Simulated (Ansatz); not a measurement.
Gas-phase electronic energies from Ansatz, PBE0-D4/def2-TZVP geometries. CCSD(T)/CBS is the MP2 limit (def2-TZVPP, def2-QZVPP) plus CCSD(T) − MP2 in def2-TZVPP, frozen cores. This one scheme is used for every species. DFT in def2-TZVPP. B3LYP here is the variant with VWN-RPA as its local correlation; programs differ in this. HSE06 is defined as in plane-wave codes. For Zn outer-core shells are correlated without core-valence functions, which leaves a few kJ/mol of doubt a bond. Scalar relativity is left out up to krypton. One conformer a species, not always the lowest.

Reaction (ligand exchange at a Zn–C bond): `N[CH2][ZnH]` + `BS` → `B[S][ZnH]` + CH₃NH₂

`N[CH2][ZnH]`:

Cartesian coordinates in Å:
```
N 0.517 -1.122 0.137
C 0.392 0.290 -0.236
Zn -1.253 1.052 0.516
H -0.210 -1.678 -0.292
H 1.398 -1.509 -0.184
H 0.488 0.488 -1.315
H 1.211 0.841 0.242
H -2.543 1.638 1.133
```

`BS`:

Z-matrix (Å, degrees):
```
B
S 1 1.765
H 1 1.192 2 115.8
H 1 1.190 2 121.4 3 -180.0
H 2 1.344 1 99.2 3 180.0
```

`B[S][ZnH]`:

Cartesian coordinates in Å:
```
B -0.950 0.002 -0.693
S 0.220 -1.333 -0.633
Zn 1.345 -0.202 0.863
H -1.887 -0.080 -1.429
H -0.826 0.989 -0.014
H 2.099 0.624 1.906
```

CH₃NH₂:

Cartesian coordinates in Å:
```
C 0.195 0.032 0.533
N -0.421 0.248 -0.765
H 0.706 -0.935 0.656
H -0.566 0.109 1.312
H 0.926 0.821 0.723
H -1.111 -0.467 -0.956
H 0.270 0.192 -1.502
```

| level | ΔE (kJ/mol) |
| --- | --- |
| LDA (SPW92) | -121.2 |
| PBE-D4 | -123.2 |
| BLYP-D4 | -118.3 |
| B3LYP-D4 | -125.4 |
| BHLYP-D4 | -135.1 |
| ωB97M-V | -127.8 |
| r2SCAN0 | -136.8 |
| HSE06 | -130.7 |

Task: What does CCSD(T)/CBS give? (An estimate is asked.)

Result: Ansatz gave: -132.4 kJ/mol. The listed levels differ from it by 11.2, 9.2, 14.1, 7.0, -2.7, 4.6, -4.4, 1.7 kJ/mol.

Largest T1 diagnostic among the species: 0.017.

From PBE to PBE0 (25 % exact exchange), in def2-TZVPP and without D4, ΔE moves by −7.8 kJ/mol. In def2-TZVPP, CCSD(T) changes the Hartree–Fock value by +17.5 kJ/mol (the triples alone add +0.8 kJ/mol) and MP2 by +15.9 kJ/mol. Leaving LDA and LC-ωPBE aside and taking each functional with its dispersion term where it has one, the values, not all of them listed here, spread over 18.6 kJ/mol, from r2SCAN0-D4 to BLYP-D4.
